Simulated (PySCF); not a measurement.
Can point charges reproduce the dipole moment of `[H]/N=C\C(=C)[SiH2][SiH2]Cl`?

Coordinates (GFN2-xTB, Å) and charges (e) from the PBE0/pcSseg-1 density (PySCF):

| atom | x | y | z | Mulliken | IAO | Hirshfeld | ESP-fitted |
| --- | --- | --- | --- | --- | --- | --- | --- |
| C1 | -1.685 | -0.999 | -0.675 | -0.0650 | -0.2666 | -0.0708 | -0.3865 |
| C2 | -0.960 | 0.038 | -0.257 | -0.5230 | -0.2841 | -0.0921 | -0.2474 |
| C3 | -1.325 | 0.743 | 0.980 | +0.0925 | +0.0339 | +0.0395 | +0.5097 |
| N4 | -1.733 | 0.249 | 2.062 | -0.3239 | -0.4174 | -0.2260 | -0.7801 |
| Si5 | 0.604 | 0.636 | -1.146 | +0.3604 | +0.4379 | +0.2451 | +0.2922 |
| Si6 | 2.469 | 0.001 | 0.079 | +0.4269 | +0.5114 | +0.2578 | +0.2220 |
| Cl7 | 2.094 | -1.753 | 1.027 | -0.3164 | -0.3116 | -0.1263 | -0.1758 |
| H8 | -2.577 | -1.320 | -0.156 | +0.1201 | +0.1523 | +0.0524 | +0.1897 |
| H9 | -1.438 | -1.545 | -1.569 | +0.1232 | +0.1554 | +0.0524 | +0.1990 |
| H10 | -1.199 | 1.823 | 0.962 | +0.1170 | +0.1422 | +0.0451 | +0.0107 |
| H11 | -1.824 | -0.767 | 2.055 | +0.1632 | +0.2433 | +0.1043 | +0.3893 |
| H12 | 0.502 | 2.097 | -1.260 | -0.0378 | -0.0974 | -0.0709 | -0.0780 |
| H13 | 0.557 | 0.083 | -2.506 | -0.0473 | -0.0919 | -0.0672 | -0.0618 |
| H14 | 2.852 | 0.951 | 1.125 | -0.0434 | -0.1023 | -0.0703 | -0.0384 |
| H15 | 3.659 | -0.228 | -0.743 | -0.0465 | -0.1051 | -0.0727 | -0.0445 |

Q: Form Σ q r in debye for every column and set it beside the full dipole.

A: The full density gives (0.37, 0.09, -2.73) D, 2.76 D in size; dipole vectors point from the negative to the positive end.

```json
{"scheme": "Mulliken", "μx": "1.90", "μy": "2.13", "μz": "-3.44", "size (D)": "4.47", "share of the full size (%)": "162", "angle to the full dipole (°)": "33"}
{"scheme": "IAO", "μx": "1.29", "μy": "1.67", "μz": "-3.22", "size (D)": "3.85", "share of the full size (%)": "140", "angle to the full dipole (°)": "28"}
{"scheme": "Hirshfeld", "μx": "0.35", "μy": "0.31", "μz": "-1.66", "size (D)": "1.73", "share of the full size (%)": "63", "angle to the full dipole (°)": "10"}
{"scheme": "ESP-fitted", "μx": "0.37", "μy": "0.11", "μz": "-2.74", "size (D)": "2.77", "share of the full size (%)": "100", "angle to the full dipole (°)": "0"}
```

Q: Which set comes closest?

A: Length of the difference vector: ESP-fitted 0.03 D, Hirshfeld 1.09 D, IAO 1.90 D, Mulliken 2.65 D. Closest: ESP-fitted. ESP charges are fitted to the potential around the molecule, whose slowest-falling term is the dipole's. 

Q: What is left for the Hirshfeld atoms' own dipoles?

A: The Hirshfeld atoms' densities add up to the full density, so μ = Σ q r + Σ (atomic dipoles). The atomic dipoles sum to (0.37, 0.09, -2.73) − (0.35, 0.31, -1.66) = (0.02, -0.22, -1.07) D, 1.09 D in size.

Q: With the origin at the mean of the coordinates, (0.000, 0.001, -0.001) Å, which are the largest single terms, by size, of the Hirshfeld dipole along the direction of the full one?

A: N4 +2.46, Si5 +1.45, H11 -1.15, H13 -0.83, Cl7 +0.48 D; all 15 atoms together +1.70 D. The single terms depend on the origin, their sum doesn't.

Q: Give the size of the full dipole in other units.

A: 2.76 D = 1.086 au = 0.575 e·Å = 9.21 × 10⁻³⁰ C·m.

One conformer (not necessarily the lowest) at the GFN2-xTB geometry, without solvent, vibrations or thermal averaging.

The values belong to the conformer `[H]/[N:4]=[CH:3]\[C:2](=[CH2:1])[SiH2:5][SiH2:6][Cl:7]`: C1–C2–C3–N4 40°, C1–C2–Si5–Si6 -105°, C2–Si5–Si6–Cl7 32°.
